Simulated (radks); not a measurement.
The numbers below are computed, except where a source is named.
Task: The lead ion Pb48+, configuration [Ar] 3d10 4s2 4p4. Code: a radial shooting solver on a logarithmic mesh with Libxc functionals. Model: Dirac Kohn-Sham, PBE, spin-unpolarised, spherical densities, point nucleus; open shells are shared between the two j in proportion to 2j + 1. Some entries of the table are withheld. Estimate them.

orbital     occ.  eigenvalue (eV)  <r> (bohr)  <r^2> (bohr^2)
1s1/2          2        -90485.91     0.01604       0.0003571
2s1/2          2        -18208.31     0.06681             (1)
2p1/2          2        -17589.44         (2)             (3)
2p3/2          4        -15394.40         (4)             (5)
3s1/2          2        -6154.114      0.1714         0.03369
3p1/2          2        -5882.475      0.1617         0.03051
3p3/2          4        -5374.797      0.1770         0.03630
3d3/2          4        -4941.446         (6)         0.02743
3d5/2          6        -4832.054         (7)         0.02897
4s1/2          2        -2930.570      0.3432          0.1327
4p1/2    1.33333        -2812.178      0.3386          0.1301
4p3/2    2.66667        -2643.769      0.3605          0.1472

Result: 
(1) 2s1/2 <r^2> (bohr^2): 0.005347
(2) 2p1/2 <r> (bohr): 0.05481
(3) 2p1/2 <r^2> (bohr^2): 0.003764
(4) 2p3/2 <r> (bohr): 0.06369
(5) 2p3/2 <r^2> (bohr^2): 0.004938
(6) 3d3/2 <r> (bohr): 0.1533
(7) 3d5/2 <r> (bohr): 0.1579
